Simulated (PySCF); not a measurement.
Electron correlation in Ti²⁺ (titanium, charge +2)

[Ar] 3d2, high-spin 3F determinant. Computed with PySCF 2.14 in aug-cc-pVDZ (7s6p4d2f, 59 functions), with no relativity, point nucleus. Frozen: [Ar]; 2 electrons correlated.

With two correlated electrons CCSD is exact within the correlated space (frozen core and kept virtual orbitals).

| level | correlation energy (mhartree) |
| --- | --- |
| CCSD | -3.66 |

Diagnostics: T1 = 0.0027, D1 = 0.0038, largest double amplitude 0.029.

Question: Is a single reference adequate?

Answer: Yes: T1 lies below 0.03 and no double amplitude reaches 0.07.
